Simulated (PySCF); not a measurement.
A GIAO shielding run with PySCF (density fitting, non-relativistic, gas phase) on `N1[SiH](OCC(C)=O)NCC1`, C5H12N2O2Si:

```
$ OMP_NUM_THREADS=1 python probes_run.py task.json out

{"job": {"kind": "nmr", "xc": "PBE0", "basis": "pcSseg-1"}, "charge": 0, "multiplicity": 1}
C      3.716653    -0.430769     0.619078
C      2.258057    -0.137238     0.411607
O      1.410905    -0.366528     1.234829
C      1.895057     0.475330    -0.921717
O      0.544063     0.486501    -1.156045
Si    -0.608334     0.576142     0.001591
N     -1.307824    -0.899266     0.533360
C     -2.741323    -0.733647     0.587267
C     -3.116330     0.132243    -0.614475
N     -2.049528     1.086051    -0.785769
H      4.338984     0.329616     0.156536
H      3.937108    -0.508544     1.680273
H      3.943456    -1.387994     0.151760
H      2.283558     1.507028    -0.913285
H      2.398666    -0.068883    -1.729951
H     -0.310740     1.613590     0.997498
H     -0.933194    -1.429221     1.302663
H     -3.052390    -0.224027     1.509314
H     -3.245128    -1.704128     0.543063
H     -4.069785     0.644987    -0.435509
H     -3.233691    -0.503385    -1.502642
H     -2.068649     1.561527    -1.670294
```

Hardware: 1 thread of an Arm Neoverse V1, shared host. The job also computes population analyses, field gradients, ring-centre shieldings.

Problem. How large is the calculation?

Solution. 86 electrons, 237 basis functions and 1242 auxiliary functions.

Problem. How long does it take, and how much memory does it need?

Solution. 75 s of wall time, with 14 SCF cycles and 5 response iterations; peak memory 1.1 GiB. Times on a shared host scatter by some tens of per cent.
